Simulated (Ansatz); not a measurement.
Reaction: H2SiO (oxosilane, SMILES O=[SiH2]) + H+ → H3SiO+ (SMILES [OH+]=[SiH2])
Each species at its own B3LYP-D3(BJ)/def2-TZVP minimum (Ansatz, a first-principles code).

Quantity: proton affinity (electronic), positive where energy is released, in kcal/mol. Open shells are spin-unrestricted; no spin-orbit coupling. CBS(X,Y): correlation extrapolated as X^-3, Hartree-Fock from the larger set (Q,5: extrapolated as (X+1)exp(-9√X)). A bracket is a step between two methods taken in the basis named. The functionals are non-relativistic, so their misses hold any scalar relativity. 'core' is core correlation in cc-pwCVTZ (1s frozen past Ne), 'X2C' scalar relativity in cc-pVTZ-DK, both at CCSD(T). The T1 diagnostic of H2OSi (O=[SiH2], singlet) reaches 0.025 in the sets run.

CCSD(T)/CBS(cc-pV(Q+d)Z,cc-pV(5+d)Z) + [CCSDT(Q) - CCSD(T)]/cc-pV(T+d)Z + [CCSDTQ - CCSDT(Q)]/cc-pV(D+d)Z + core + X2C (Ansatz) gives 206.1 kcal/mol.

Task: What does PBE/def2-TZVPD (Ansatz) give here, and how do the other levels compare?

Result: PBE gives 203.1 kcal/mol, 3.0 kcal/mol below it. Differences of the others: B3LYP/def2-TZVPD (Ansatz) 0.6; PBE0/def2-TZVPD (Ansatz) 1.9; wB97M-V/def2-TZVPD (Ansatz) -0.5; CCSD(T)/CBS(cc-pV(Q+d)Z,cc-pV(5+d)Z) + core + X2C (Ansatz) 0.3 kcal/mol.
